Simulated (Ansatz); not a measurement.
C2H8SSi can be A, `CCS[SiH3]`, or B, `CC([SiH3])S`.

Calculated with Ansatz (gas phase, PBE0-D4/def2-TZVP geometries, no zero-point term in ΔE). CCSD(T)/CBS is the MP2 limit (def2-TZVPP, def2-QZVPP) plus CCSD(T) − MP2 in def2-TZVPP, frozen cores. This one scheme is used for every species. Functionals use def2-TZVPP. B3LYP here is the variant with VWN-RPA as its local correlation; programs differ in this. One conformer a species, not always the lowest.

A:

```xyz
12

C    -0.4986    1.9359   -0.6735
C    -0.0403    0.4999   -0.5231
S    -0.2858   -0.0445    1.2040
Si    0.4387   -2.0337    1.0428
H    -1.5577    2.0377   -0.4285
H    -0.3528    2.2709   -1.7034
H     0.0668    2.5991   -0.0159
H     1.0184    0.4036   -0.7733
H    -0.6095   -0.1588   -1.1826
H     0.3143   -2.6380    2.3915
H    -0.3544   -2.8182    0.0575
H     1.8607   -2.0538    0.6044
```

B:

Z-matrix (Å, degrees):
```
C
C 1 1.521
H 1 1.094 2 110.8
H 1 1.092 2 111.0 3 120.6
H 1 1.093 2 111.0 3 -119.7
Si 2 1.885 1 114.3 3 60.7
S 2 1.820 1 113.2 3 -174.6
H 2 1.096 1 109.9 3 -60.2
H 6 1.484 2 110.5 1 -172.6
H 6 1.491 2 110.7 1 -51.5
H 6 1.489 2 108.3 1 67.3
H 7 1.344 2 97.0 1 -70.3
```

Which is lower in electronic energy at CCSD(T)/CBS, and by how much? (An estimate is asked.)

Computed: A, by 62.3 kJ/mol.

Give E(B) − E(A) in kJ/mol with r2SCAN-D4, PBE-D4, LDA (SPW92), ωB97M-V, B3LYP-D4, CCSD(T)/def2-SVP, HF/def2-TZVPP. (Estimate.)

Computed: r2SCAN-D4 65.4, PBE-D4 62.7, LDA (SPW92) 57.0, ωB97M-V 60.7, B3LYP-D4 62.8, CCSD(T)/def2-SVP 54.4, HF/def2-TZVPP 71.3. None reverses the order clearly.

Does the order hold for the free energy at 298.15 K (harmonic terms from PBE0-D4)? (Best estimate.)

Computed: Yes: G(B) − G(A) = +57.4 kJ/mol, for one conformer each. Modes under 60 cm⁻¹, often nearly free rotors, make the harmonic entropy too high.

Largest T1 diagnostic: 0.011.

In def2-TZVPP, CCSD(T) changes the Hartree–Fock value by −11.3 kJ/mol (the triples alone add −0.9 kJ/mol) and MP2 by −9.3 kJ/mol. Leaving LDA and LC-ωPBE aside and taking each functional with its dispersion term where it has one, the values, not all of them listed here, spread over 5.6 kJ/mol, from ωB97M-V to B97M-V. LDA lies −8.1 kJ/mol from PBE without D4.
